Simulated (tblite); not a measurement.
C5H10AlF3O.
Atom-mapped SMILES: `[CH2:1]=[CH:2][C@@H:3]([F:4])[O+:5]([AlH3-:6])[CH2:7][CH:8]([F:9])[F:10]` (hydrogens: H11, H12 on C1; H13 on C2; H14 on C3; H15, H16, H17 on Al6; H18, H19 on C7; H20 on C8)
Bond orders are those of one Lewis drawing.

Computed with GFN2-xTB (tblite), gas phase: L-BFGS steps from a force-field or distance-geometry start until the largest atomic force falls under 0.01 eV/Å.

Geometry at step 54:
```
atom  x, y, z in Å
C1      1.8090    0.7823    1.5173
C2      1.9157   -0.2429    0.6917
C3      1.2968   -0.1870   -0.6675
F4      1.9269   -1.0559   -1.5174
O5     -0.0486   -0.5630   -0.5656
Al6    -0.8073   -1.4952    0.9837
C7     -0.9674    0.0410   -1.4557
C8     -1.7464    1.1255   -0.7143
F9     -2.8162    1.5018   -1.4390
F10    -0.9609    2.2262   -0.5808
H11     2.2093    0.7461    2.5151
H12     1.2987    1.6813    1.2094
H13     2.4263   -1.1571    0.9401
H14     1.3891    0.8122   -1.1218
H15    -2.0484   -1.9985    0.1471
H16     0.3376   -2.5021    1.2790
H17    -0.9983   -0.2800    1.9575
H18    -1.6735   -0.7168   -1.7964
H19    -0.4759    0.4921   -2.3243
H20    -2.0716    0.8007    0.2881
```

Q: Give the atomic forces at this geometry.

A: 
```tsv
atom	Fx (eV/Å)	Fy (eV/Å)	Fz (eV/Å)
C1	-0.048	-0.006	0.062
C2	0.093	0.053	0.076
C3	0.006	-0.010	0.076
F4	-0.134	-0.004	-0.088
O5	-0.028	-0.027	-0.047
Al6	0.139	-0.124	-0.173
C7	-0.074	0.024	-0.043
C8	-0.008	0.052	-0.040
F9	-0.014	0.070	-0.023
F10	-0.053	-0.003	0.063
H11	0.007	0.051	-0.045
H12	0.016	0.047	0.121
H13	0.044	-0.059	-0.006
H14	0.004	-0.003	0.004
H15	-0.037	0.069	0.068
H16	0.031	-0.033	-0.001
H17	-0.021	0.079	0.058
H18	-0.065	-0.096	0.018
H19	0.113	-0.089	0.003
H20	0.026	0.008	-0.083
```

The largest, 0.25 eV/Å, acts on Al6; the rms over all components is 0.063 eV/Å. The forces sum to zero within rounding, as they must for an isolated molecule in no field.

Q: Give the force on Al6 in Eh/bohr and in nN.

A: 0.254 eV/Å ÷ 51.422 = 0.00494 Eh/bohr, and 0.254 eV/Å × 1.602 = 0.41 nN.

Q: How far is this geometry from the end of the optimisation?

A: 0.099 eV above it, and 0.412 Å rms away after alignment. The bonds farthest from their final lengths, with half the difference of the two atoms' forces along the bond (positive lengthens):

```tsv
bond	now (Å)	final (Å)	force along bond (eV/Å)
O5–Al6	1.961	1.927	-0.06
Al6–H17	1.569	1.578	+0.16
Al6–H16	1.553	1.562	-0.05
C3–F4	1.369	1.374	+0.02
O5–C7	1.415	1.418	+0.02
C2–H13	1.076	1.079	+0.03
```

The angle farthest from its final value is Al6–O5–C7, 116.7° against 120.6°.

What follows is the cost of the whole relaxation. On one thread of an AMD EPYC, shared host with 64 logical CPUs at a one-minute load of 52, this took 5.1 s of wall time.
